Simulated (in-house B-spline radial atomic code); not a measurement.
## RPA and G0W0 on LC-wPBE: Rb XV (Rb14+)

Configuration [Ar] 3d5, highest spin, mean-field start LC-wPBE. Computed with a B-spline radial code for spherical atoms: all electrons, non-relativistic, point nucleus, each spin shell either full or empty, empty states to l = 9 with an (l + 1/2)⁻⁴ tail; G0W0 by contour deformation at full frequency.

Without relativity these are model numbers: it shifts the levels of so heavy an element strongly and can reorder them.

Command:
```bash
python run_gw.py task.json out
```
Settings (radii: box in bohr, nucleus in fm):
```
Z                        37
electrons                23
configuration            [Ar] 3d5
hamiltonian              nr
method                   lc_wpbe
lmax                     9
spin_polarised           True
box_radius               5.25
intervals                48
```

Cost of the run: 1.9 s on 1 thread of Arm Neoverse V1 (shared host).

Energies (hartree):

| term | value |
| --- | --- |
| mean-field total | -2849.44227 |
| Hartree-Fock functional on these orbitals | -2848.80830 |
| direct second order | -1.7596 |
| second-order exchange | 0.57107 |
| SOSEX correction | 0.54361 |

(1) What is the RPA correlation energy, and what remains with SOSEX?

Quasi-particle levels (eV):

```
  level  occupied  mean field  Σx - vxc     Σc  QP weight     G0W0
  3d up       yes     -487.30    -21.10      ?          ?        ?
3p down       yes     -586.83    -15.57  -0.41      0.981  -602.80
3s down       yes     -651.34    -27.53   8.86      0.882  -670.01
3d down        no     -462.45     21.77  -5.70      0.985  -446.38
```

G0W0 = mean field + (Σx - vxc) + Σc, with Σc (partial-wave tail included) taken at the quasi-particle energy. Only the outer levels were computed. Levels of low weight are left out.

(2) Where does G0W0 put 3d up?

Answers

(1) RPA gives -1.6276 hartree (-1.93 eV per electron); RPA + SOSEX gives -1.084, and the second-order doubles -1.1885 hartree (no singles). SOSEX takes back 33 % of the RPA value.

(2) At -506.54 eV, with Σc = 1.87 eV and a quasi-particle weight of 0.984. The tabulated removal energy is 502 ± 3 eV (NIST, tabulated theory); the calculation leaves out relativity, Breit and QED terms, and what these don't explain is the method's own error.
